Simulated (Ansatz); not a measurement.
System: CH11N3Si2, net charge 0, singlet state. 
Coordinates optimised at B3LYP-D3(BJ)/def2-TZVP (Ansatz, an electronic-structure program):
SMILES: [Si](N)([SiH2]C)(N)N
```xyz
17

C      2.0275    -0.7213     1.6490
Si     1.6121     0.1763     0.0427
Si    -0.7076     0.1105    -0.3321
N     -1.3641     1.1407     0.8889
N     -0.9631     0.4035    -2.0105
N     -1.5277    -1.3796    -0.0508
H      3.0982    -0.6990     1.8579
H      1.5039    -0.2585     2.4874
H      1.7131    -1.7653     1.5937
H      2.0938     1.5856     0.1383
H      2.3615    -0.4473    -1.0825
H     -0.9299     2.0267     1.0951
H     -2.3611     1.1781     1.0450
H     -0.3451     1.0029    -2.5331
H     -1.8908     0.3918    -2.4081
H     -1.4437    -2.1299    -0.7176
H     -1.6445    -1.7241     0.8886
```
Charge 0, spin multiplicity 1.

Property: atomisation energy (electronic, to ground-state atoms), in eV. Correlated levels leave the core frozen unless marked. Open shells are spin-unrestricted. No spin-orbit coupling. No relativistic terms. The coupled-cluster limit lacks core correlation, which all-electron functionals hold. CBS marks a two-point X^-3 extrapolation of the correlation energy; Hartree-Fock from the larger set.

```tsv
level	program	atomisation energy (eV)
BLYP-D4/def2-TZVPD	Ansatz + dftd4	61.94
PBE0/6-31G*	Ansatz	60.13
BHLYP-D3(BJ)/def2-TZVPD	Ansatz + dftd3	60.60
r2SCANh-D4/def2-TZVPD	Ansatz + dftd4	61.27
r2SCAN0-D4/def2-TZVPD	Ansatz + dftd4	60.81
r2SCAN0/def2-TZVPD	Ansatz	60.68
CAM-B3LYP-D3(BJ)/def2-TZVPD	Ansatz + dftd3	62.34
LC-wPBE-D3(BJ)/def2-TZVPD	Ansatz + dftd3	61.90
PBE-QIDH/def2-TZVPD	Ansatz	60.81
MP2/cc-pV(Q+d)Z	Ansatz	61.63
SCS-MP2/cc-pV(T+d)Z	Ansatz	60.76
CCSD/STO-3G	Ansatz	59.16
CCSD(T)/aug-cc-pV(T+d)Z	Ansatz	60.53
CCSD(T)/cc-pV(T+d)Z	Ansatz	60.00
CCSD(T)/CBS(cc-pV(T+d)Z,cc-pV(Q+d)Z)	Ansatz	62.02
```
